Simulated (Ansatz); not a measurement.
Species: CF2, charge 1, doublet. CF2+ (parent SMILES F[C]F, doublet).
B3LYP-D3(BJ)/def2-TZVP minimum from Ansatz (a first-principles code):
```xyz
3

F     -1.0698    -0.2022     0.0322
C     -0.0240     0.4240    -0.0026
F      1.0859    -0.0804    -0.0305
```
Charge +1, spin multiplicity 2.

Total energies in cc-pVDZ, 17 correlated electrons, 3 frozen orbitals. Radicals and triplets start from unrestricted determinants; spin-orbit coupling is neglected. Cores are frozen in correlated methods. No relativity.

| method | program | energy (Eh) | minus CCSDT(Q) (mEh) |
|---|---|---|---|
| HF | Ansatz | -236.29600 | 488.52 |
| MP2 | Ansatz | -236.76230 | 22.23 |
| CCSD | Ansatz | -236.76958 | 14.94 |
| CCSD(T) | Ansatz | -236.78251 | 2.01 |
| CCSDT(Q) | Ansatz | -236.78452 | 0.00 |

Rough core times of Ansatz's runs on a shared machine: CCSD(T) under 20 s, CCSDT(Q) 2 min.
